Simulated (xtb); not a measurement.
CH4F2Ge, SMILES [CH3][GeH]([F])[F]. All values are semi-empirical tight-binding results from xtb (GFN2-xTB unless named), good for trends rather than for accurate numbers. The structure is a stationary point at GFN2-xTB.

Optimised geometry:

Bonds (Å): Ge1–C2 1.968, Ge1–F3 1.740, Ge1–F4 1.740, Ge1–H5 1.501, C2–H6 1.086, C2–H7 1.086, C2–H8 1.089. Angles (°): C2–Ge1–F3 108.1, C2–Ge1–F4 108.0, C2–Ge1–H5 128.9, F3–Ge1–F4 101.1, F3–Ge1–H5 103.7, F4–Ge1–H5 103.7, Ge1–C2–H6 110.9, Ge1–C2–H7 110.5, Ge1–C2–H8 107.5, H6–C2–H7 109.4, H6–C2–H8 109.2, H7–C2–H8 109.3.
Charge 0, spin multiplicity 1.

For metal compounds this method's bond lengths and energies can be far off.

Computed properties:
```
Quantity                                      Result
-------------------------------------  -------------
orbital gap                                  7.60 eV
zero-point energy                      28.6 kcal/mol
G − E(el) at 298.15 K (modified RRHO)   9.2 kcal/mol
```

Give the atomic charges and the Wiberg bond orders between heavy atoms. (The exact figures need the calculation; the answer reports its results.)

charges (e) Ge1 0.36, C2 -0.14, F3 -0.27, F4 -0.27, H5 0.05, H6 0.08, H7 0.08, H8 0.10. Bond orders Ge1–C2 0.88, Ge1–F3 1.09, Ge1–F4 1.09.
